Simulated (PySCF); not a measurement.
Computed shifts of a molecule C₂H₈BNO, PySCF with PBE/pcSseg-1, GIAO, gas phase, equivalent atoms averaged, in ppm (number of nuclei): ¹³C: 56.4 (1), 3.3 (1). ¹H: 4.11 (3), 2.99 (2), 0.63 (3). ¹⁵N: 82.5 (1). References: ¹¹B against BF3 (σ = 83.9 ppm); ¹³C against TMS (σ = 182.0 ppm); ¹H against TMS (σ = 31.49 ppm); ¹⁷O against H2O (σ = 334.3 ppm); ¹⁵N against NH3 (σ = 267.0 ppm), references at their B3LYP-D3(BJ)/def2-TZVP geometries, non-relativistic. Coordinates come from a PBE-D3(BJ)/def2-SVP optimisation. Other conformers were not sampled.

Which molecule gave these data?
A) CNBOC
B) CN(C)BO
C) CCB(N)O
D) COB(C)N

D, COB(C)N
